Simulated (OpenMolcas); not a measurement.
Fe4+ with 4 ligands (oxide) in tetrahedral coordination (Td) at 1.83 Å. A charge of +1 e stands 2.8 Å behind each ligand. Ligand basis ANO-RCC-VDZP.
```
Fe    0.0000    0.0000    0.0000
O     1.0566    1.0566    1.0566
O     1.0566   -1.0566   -1.0566
O    -1.0566    1.0566   -1.0566
O    -1.0566   -1.0566    1.0566
```

| Property | Result |
| --- | --- |
| Program | OpenMolcas |
| Method | SS-CASPT2, IPEA 0.25 Eh, imaginary shift 0.1 Eh (closed shells correlated: 3s 3p and the ligand valence shells) |
| Basis | ANO-RCC-VTZP [6s5p3d2f1g] |
| Scalar Hamiltonian | DKH2, point nucleus |
| Active space | 4 electrons in 5 orbitals (3d) |
| State averaging | 2S+1 = 5 even, 5 roots; 2S+1 = 3 even, 45 roots; 2S+1 = 1 even, 50 roots |
| Spin-orbit coupling | RASSI with atomic mean-field integrals over the reference wave functions |

(1) What is the spin-free ground state (labels of Td)?

(2) Where is the first state of the same spin?

(3) What are the lowest two levels with spin-orbit coupling?

(4) What is χT at 300 K, and how does it compare with the textbook value?

Results:

(1) 5T2, 3-fold in its orbital part; it has the highest spin that d4 allows.

(2) 5E at 14800 cm-1 above the ground state.

(3) A 1-fold level, then a 3-fold level 41 cm-1 above it. Their leading multiplicities are 5 (99 %) and 5 (99 %).

(4) The lowest level has 2S+1 = 5, for which the spin-only value is χT = S(S+1) / 2 = 3.000 cm3 K/mol (g = 2). The computed 2.542 at 300 K differs by -0.458, through orbital momentum, spin-orbit coupling and any other state in reach. With a threefold ground state the orbital momentum is unquenched, so the spin-only value is not expected to hold.

Roots that are degenerate in the reference are averaged as groups; the widest CASPT2 spread within a group is 3200 cm-1 (the 3-fold group of multiplicity 1 near 7910 cm-1 above the lowest state of its run). Shifts and gaps below about the spread of the groups concerned are not significant. Over all roots computed the reference weight is 0.54 to 0.64; the roots of lowest weight are the least certain, and an intruder state may touch them. An orbital triplet at a regular site is open to Jahn-Teller coupling, which can distort the site and quench the lowest spin-orbit gaps and is left out. The least metal-like active orbital is 78 % on the metal (Löwdin) and no ligand orbital is active, so the numbers are rough. The oxide ions are held by bare point charges, a crude embedding. Ligand-to-metal charge-transfer states are missing. With no ligand orbital active B as a rule stays too high, so bands that hang on it stand too high and its fall with covalency is understated. With one d shell and no ligand orbital active, 10Dq can be off by a tenth or more. No measured value stands beside these numbers; the geometry is a model, was not optimised and need not be the one that this ion takes.
